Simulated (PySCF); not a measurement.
Compound: 4-chloronortricyclene, C7H9Cl.
Atom-mapped SMILES: `[Cl:1][C@:2]12[CH2:3][C@@H:4]3[C@H:5]([CH2:6]1)[C@@H:7]3[CH2:8]2` (hydrogens: H9, H10 on C3; H11 on C4; H12 on C5; H13, H14 on C6; H15 on C7; H16, H17 on C8)

Method used: PBE0-D3(BJ)/def2-SVP geometry optimisation, gas phase in PySCF.

Task: What internal coordinates does the optimisation give?

Result: 
```tsv
bond	length (pm)
Cl1–C2	177.1
C2–C3, C2–C6, C2–C8	153.3
C3–C4, C5–C6, C7–C8	151.6
C4–C5, C4–C7, C5–C7	151.2
C3–H9 and 5 like bonds	110.1
C4–H11, C5–H12, C7–H15	109.1
```

Bonds in one row agree within 1 pm and their mean is given. A selection of angles:
```tsv
angle	degrees
Cl1–C2–C3	115.8
C3–C2–C6	102.5
C2–C3–C4	96.2
C3–C4–C5	106.9
C5–C4–C7	60.0
```

Dihedral angles: Cl1–C2–C3–C4 180° (antiperiplanar); C2–C3–C4–C5 32° (synclinal); C3–C4–C5–C6 0° (synperiplanar); C4–C5–C6–C2 -32° (synclinal); C4–C5–C7–C8 100° (anticlinal); C5–C7–C8–C2 -31° (synclinal); Cl1–C2–C6–C5 180° (antiperiplanar); Cl1–C2–C8–C7 180° (antiperiplanar); C3–C4–C7–C5 100° (anticlinal).

The 5-membered ring C2–C6–C5–C7–C8 has internal angles of 96.2° to 106.9°; it is puckered, 0.24 Å rms from its mean plane, widest ring torsion 53°. Of the pairs four or more bonds apart, H10···H14 is among the closest relative to their van der Waals radii: 2.50 Å, 104 % of the sum of Bondi's values. All internal angles of the 3-membered ring C4–C5–C7 are 60.0°. The 5-membered ring C2–C3–C4–C7–C8 has internal angles of 96.2° to 106.9° (sum 509°, against 540° for a flat polygon); it is puckered, 0.24 Å rms from its mean plane, widest ring torsion 53°. The 9 C–C bonds span 1.512 Å (C5–C7, drawn single) to 1.533 Å (C2–C3, drawn single), a spread of 0.021 Å. The 5-membered ring C2–C3–C4–C5–C6 has internal angles of 96.2° to 106.9°; it is puckered, 0.24 Å rms from its mean plane, widest ring torsion 53°.

Point group: C3v (tolerance 0.08 Å). No PBE0-D3(BJ)/def2-SVP frequencies stand behind this structure, so it isn't proved a minimum.
